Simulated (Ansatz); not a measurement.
The cluster MoO5H4. Total charge 0; singlet. Geometry PBE-D4/def2-SVP.

```xyz
10

Mo    0.2175   -0.3563   -0.2887
O    -1.0395    0.5022    1.0084
O     1.6804   -0.7376   -1.0818
O    -0.5245    0.9131   -1.5458
O    -0.4273   -2.0869    0.0466
O     0.1465    1.9284   -0.7785
H     0.0942   -2.8388   -0.2991
H    -0.8859    0.6022    1.9650
H    -0.4993    2.0118   -0.0075
H     1.2379    0.0620    0.9813
```

In the def2 sets Mo takes a core potential; there is no spin–orbit coupling. The structure holds one bond between oxygen atoms, so isomers without such links may lie far lower. The restricted singlet is unstable towards broken spin symmetry in Hartree–Fock (as tested in another run); at PBE-D4/def2-TZVP, r2SCAN-D4/def2-TZVP, PBE0-D4/def2-TZVP this wasn't settled. Another isomer (singlet) lies 0.34 eV lower at PBE0-D4/def2-TZVP; other spin states weren't run for this one.

Task: Estimate the orbital energies around the gap (eV) in Ansatz with PBE-D4/def2-TZVP, r2SCAN-D4/def2-TZVP, PBE0-D4/def2-TZVP.

Result: 
```csv
orbital,PBE-D4/def2-TZVP,r2SCAN-D4/def2-TZVP,PBE0-D4/def2-TZVP
HOMO−5,-9.00,-9.43,-10.73
HOMO−4,-8.69,-9.09,-10.36
HOMO−3,-8.13,-8.50,-9.77
HOMO−2,-7.61,-7.99,-9.29
HOMO−1,-7.38,-7.74,-9.01
HOMO,-6.96,-7.31,-8.49
LUMO,-3.49,-3.51,-2.83
LUMO+1,-3.15,-3.13,-2.44
LUMO+2,-2.91,-2.89,-2.19
LUMO+3,-2.47,-2.38,-1.68
LUMO+4,-1.32,-1.00,-0.12
LUMO+5,-0.47,0.17,0.39
```
